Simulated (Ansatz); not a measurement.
Frontier orbitals of C$_{2}$H$_{7}$AlFN (`[CH3][Al]([F])[CH2]N`).

```tsv
atom	x (Å)	y (Å)	z (Å)
C1	0.385	2.233	0.474
Al2	0.114	0.517	-0.400
F3	0.181	0.499	-2.060
C4	-0.236	-1.237	0.432
N5	-0.420	-2.402	-0.453
H6	0.325	2.165	1.563
H7	1.363	2.650	0.216
H8	-0.362	2.960	0.141
H9	-1.115	-1.161	1.084
H10	0.572	-1.470	1.139
H11	-1.194	-2.238	-1.085
H12	0.389	-2.516	-1.050
```

Charge 0, multiplicity 1. The geometry is a stationary point of PBE0-D4/def2-TZVP. It is one conformer, not always the lowest. Basis def2-TZVPP, Ansatz 0.2.0.

Orbital energies of one run (eV). Highest occupied ones, from the top: -6.28, -9.01, -10.48, -10.51, -11.31, -11.35, -11.67, -11.76, -12.06, -13.06, -13.95, -18.66, -19.77, -25.13. Empty: -0.24, 0.23, 1.26, 2.24, 3.12, 3.33.

Question: Which functional gave them?
A. HSE06 (plane-wave form)
B. LC-ωPBE
C. r2SCAN0
D. LDA (SPW92)

Answer: C. HOMO energies: r2SCAN0 -6.28, LC-ωPBE -8.86, LDA (SPW92) -4.92, HSE06 -5.72 eV.

LC-ωPBE has ω = 0.4 bohr⁻¹.
